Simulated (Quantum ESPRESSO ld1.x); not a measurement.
The numbers below are computed, except where a source is named.
All-electron atom: Ti4+ in [Ar]. Level of theory: scalar-relativistic Kohn-Sham, PBE, spin-unpolarised, spherical densities, point nucleus (ld1.x of Quantum ESPRESSO 7.5).

Normalised radial functions P(r) = r R(r), r in bohr:

r,2p,4s,4p
0.007394,0.0176,0.0649,0.0029
0.008404,0.0223,0.0719,0.0037
0.009552,0.0284,0.0794,0.0047
0.01086,0.0360,0.0874,0.0060
0.01244,0.0462,0.0963,0.0077
0.01414,0.0584,0.1048,0.0097
0.01607,0.0736,0.1135,0.0122
0.01841,0.0939,0.1225,0.0156
0.02092,0.1178,0.1305,0.0196
0.02378,0.1471,0.1376,0.0244
0.02702,0.1831,0.1434,0.0304
0.03096,0.2299,0.1473,0.0381
0.03519,0.2834,0.1483,0.0469
0.03999,0.3473,0.1458,0.0574
0.04582,0.4280,0.1385,0.0706
0.05208,0.5171,0.1264,0.0851
0.05919,0.6195,0.1084,0.1016
0.06727,0.7355,0.0839,0.1201
0.07707,0.8725,0.0504,0.1415
0.08759,1.0124,0.0121,0.1628
0.09956,1.1594,-0.0320,0.1844
0.1141,1.3178,-0.0834,0.2061
0.1296,1.4617,-0.1332,0.2237
0.1473,1.5920,-0.1808,0.2363
0.1675,1.6990,-0.2216,0.2414
0.1918,1.7757,-0.2515,0.2356
0.218,1.8031,-0.2612,0.2167
0.2478,1.7797,-0.2479,0.1825
0.2839,1.6956,-0.2049,0.1281
0.3227,1.5625,-0.1361,0.0600
0.3668,1.3845,-0.0426,-0.0221
0.4168,1.1744,0.0686,-0.1133
0.4776,0.9348,0.1935,-0.2122
0.5428,0.7132,0.3017,-0.2968
0.6169,0.5129,0.3837,-0.3622
0.7068,0.3358,0.4233,-0.3974
0.8033,0.2086,0.4017,-0.3874
0.913,0.1189,0.3164,-0.3286
1.038,0.0616,0.1710,-0.2205
1.189,0.0272,-0.0337,-0.0586
1.351,0.0111,-0.2489,0.1235
1.536,0.0040,-0.4563,0.3144
1.759,0.0011,-0.6354,0.5008
2,0.0003,-0.7392,0.6358
2.273,0.0001,-0.7647,0.7106
2.583,0.0000,-0.7118,0.7137
2.959,0.0000,-0.5892,0.6430
3.363,0.0000,-0.4432,0.5270
3.823,0.0000,-0.2992,0.3909
4.38,0.0000,-0.1735,0.2533
4.978,0.0000,-0.0912,0.1494
5.657,0.0000,-0.0416,0.0775
6.43,0.0000,-0.0162,0.0349
7.367,0.0000,-0.0049,0.0125
8.373,0.0000,-0.0013,0.0039

2p: eigenvalue -499.77 eV, 0 radial nodes, <r> = 0.290 bohr, 90 % of the charge inside 0.477 bohr. 4s (empty): eigenvalue -37.250 eV, 3 radial nodes at r = 0.0909, 0.386, 1.16 bohr, <r> = 2.38 bohr, 90 % of the charge inside 3.40 bohr. 4p (empty): eigenvalue -30.739 eV, 2 radial nodes at r = 0.355, 1.24 bohr, <r> = 2.62 bohr, 90 % of the charge inside 3.78 bohr.
